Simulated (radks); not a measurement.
Valence configurations of O2+ (all share [He]). Calculated with a radial shooting solver on a logarithmic mesh with Libxc functionals: non-relativistic Kohn-Sham, LDA (Slater exchange, Perdew-Wang correlation), spin-polarised, spherical densities, point nucleus; open shells are filled with parallel spins first. Energies are relative to 2s2 2p2; eigenvalues in eV for spin up.

| valence | E (eV) | moment (Bohr magnetons) | e(2p) | e(2s) |
|---|---|---|---|---|
| 2s2 2p2 | 0.000 | 2 | -45.144 | -59.644 |
| 2s1.5 2p2.5 | 4.404 | 3 | -45.529 | -60.111 |
| 2s1 2p3 | 7.302 | 4 | -45.735 | -60.406 |
| 2s0.5 2p3.5 | 19.109 | 3 | -45.243 | -59.940 |
| 2p4 | 29.427 | 2 | -44.522 | - |

NIST lists [He] 2s2 2p2 as the ground configuration; this level of theory agrees among the configurations tried. The energies are those of spherical high-spin densities, not of single terms.
